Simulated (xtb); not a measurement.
n-butyl acetate (C$_{6}$H$_{12}$O$_{2}$), singlet, geometry from GFN2-xTB. Base run: GFN2-xTB in xtb.

xtb was given this input:
```
$ xtb mol.xyz --gfn 2 --json

# file mol.xyz
20

C     -3.89440677     0.59454652    -0.33914431
C     -2.68001968    -0.31588928    -0.20491072
C     -1.38482384     0.48734588    -0.11951388
C     -0.17218977    -0.42092200     0.01524335
O      1.00033746     0.39177182     0.08275542
C      2.16802990    -0.25184192     0.17766581
C      3.31561892     0.72248799     0.23727749
O      2.26799694    -1.44948390     0.20894184
H     -3.81830555     1.20228703    -1.23782775
H     -4.80696323     0.00670346    -0.39843415
H     -3.96943663     1.25962206     0.51805895
H     -2.78316202    -0.93130463     0.69123698
H     -2.63196905    -0.98823606    -1.06403610
H     -1.41976689     1.15834622     0.74057834
H     -1.26798427     1.09989802    -1.01525903
H     -0.23298041    -1.03303909     0.92249391
H     -0.08587689    -1.09870449    -0.84185072
H      3.18703026     1.38072010     1.09268432
H      3.31828247     1.33210993    -0.66271262
H      4.25120428     0.17893113     0.32178314
```

Variants of this job, named by their change:

```csv
change,ΔE vs base (mEh),HOMO-LUMO gap (eV),dipole (D),G_solv (kcal/mol),SCF cycles
base,0.000,5.17,2.62,-,10
acc = 30,0.000,5.17,2.62,-,7
acc = 0.1,0.000,5.17,2.62,-,12
gbsa = thf,-12.419,5.19,3.02,-8.32,10
alpb = ch2cl2,-14.658,5.18,2.93,-9.49,10
```

ALPB and GBSA are two models with their own fitted parameters for each solvent, which aren't always the measured dielectric constant.
